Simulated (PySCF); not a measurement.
SMILES [CH3][Ga]([CH3])[SiH3], singlet (CAM-B3LYP/def2-SVP optimised geometry):

```
13

Ga     0.069    -0.427     0.000
C     -0.834    -2.184     0.029
H     -0.473    -2.785     0.879
H     -0.575    -2.745    -0.885
H     -1.929    -2.117     0.090
C      2.044    -0.427     0.000
H      2.416    -0.893     0.928
H      2.485     0.575    -0.081
H      2.423    -1.043    -0.832
Si    -1.200     1.635     0.000
H     -0.444     2.785    -0.581
H     -1.553     2.013     1.404
H     -2.485     1.516    -0.751
```

Method: CAM-B3LYP/def2-TZVP (PySCF 2.14.0).

Task: What are the frontier orbital energies and the dipole moment?

Result: HOMO-2 -10.95 eV, HOMO-1 -9.07 eV, HOMO -8.35 eV, LUMO -0.52 eV, LUMO+1 1.31 eV; dipole moment 1.06 D.

On the same geometry PySCF with PBE/def2-TZVP gives HOMO-2 -8.17 eV, HOMO-1 -6.53 eV, HOMO -6.04 eV, LUMO -2.23 eV, LUMO+1 -0.27 eV; dipole moment 1.17 D.

Meta-Löwdin charges at CAM-B3LYP/def2-TZVP: Ga1 0.50, C2 -0.57, H3 0.12, H4 0.12, H5 0.12, C6 -0.57, H7 0.12, H8 0.12, H9 0.12, Si10 0.17, H11 -0.09, H12 -0.08, H13 -0.09.
